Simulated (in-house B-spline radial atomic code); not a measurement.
## Binding energies in Sc⁸⁺

NIST's tabulated ground configuration is [Ne] 3s2 3p1; each binding energy is the energy of the ion with one electron taken from that subshell, relaxed, less that of the parent. Level of theory: Dirac-Hartree-Fock, average of configuration, Fermi nucleus of rms radius 3.5459 fm; calculated with a B-spline radial code for spherical atoms. Energies include first-order Breit, QED and recoil terms.

| subshell | X-ray name | binding energy (eV) | -ε (eV) | relaxation (eV) |
| --- | --- | --- | --- | --- |
| 1s | K | 4685.7 | 4715.3 | 23.9 |
| 2s | L1 | 684.4 | 689.1 | 4.2 |
| 3s | M1 | 200.4 | 200.7 | 0.3 |
| 3p | M2,3 | 179.1 | 179.5 | 0.3 |

Relaxation = -ε minus the binding energy without Breit, QED and recoil terms.

(1) What does it cost to remove two 1s electrons?

(2) What does it cost to remove both a 1s and a 3p electron?

Results:

(1) 9682.8 eV, which is 311.3 eV more than the two single binding energies together.

(2) 4900.5 eV, which is 35.66 eV more than the two single binding energies together.
